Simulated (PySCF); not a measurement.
## How methods differ on the excitation energy of I

I [Kr] 4d10 5s2 5p5 (2P) → I [Kr] 4d10 5s2 5p4 5d1 (high-spin determinant), as a difference of total energies. All numbers are calculated (PySCF 2.14, a scalar-relativistic core potential, in aug-cc-pwCVDZ-PP with ECP28MDF (6s5p4d1f, 48 functions)). Correlated levels: valence: 4s2 4p6 4d10 frozen. The calculations carry no spin-orbit coupling.

```tsv
method	excitation energy (eV)
UHF	8.837
MP2 (valence)	9.475
SCS-MP2 (valence)	9.471
CCSD (valence)	9.347
CCSD(T) (valence)	9.303
```

How much does correlation contribute at CCSD(T) (valence)?

9.303 − (8.837) = 0.466 eV, measured against UHF.

The promoted electron is Rydberg-like, and one or two diffuse shells describe it only roughly, which tends to raise the upper state.

The coupled-cluster amplitudes are large for the upper state (T1 above 0.03 or a double amplitude above 0.15), so a single reference is strained.

The determinant of the upper state mixes LS terms, which raises its energy above the lowest term, most at the Hartree-Fock and MP2 levels.
